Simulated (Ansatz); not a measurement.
Wavefunction ladder for CH$_{5}$FGeSSi (`F[SiH]1C[S][GeH2]1`)

Cartesian coordinates in Å:
```
F -2.492 -0.271 0.104
Si -1.026 0.213 -0.327
C 0.033 0.979 1.014
S 1.642 0.632 0.193
Ge 0.772 -1.251 -0.720
H -1.179 1.153 -1.462
H -0.082 2.056 1.146
H -0.020 0.489 1.987
H 1.345 -1.525 -2.118
H 1.007 -2.475 0.183
```

The species carries charge 0 and has multiplicity 1. Correlated methods include outer-core shells of Ge, which these sets cover unevenly. Scalar relativity is left out up to krypton. The structure was optimised at the PBE0-D4/def2-TZVP level. Frozen core, restricted reference, Ansatz 0.2.0.

```tsv
basis	HF (Eh)	MP2 corr.	CCSD corr.	(T)	CCSD(T) total
def2-SVP	-2901.52310	-0.77448	-0.81476	-0.02396	-2902.36182
def2-TZVPP	-2902.21134	-0.96695	-1.00547	-0.04114	-2903.25795
def2-QZVPP	-2902.27992	-1.29160	–	–	–
```
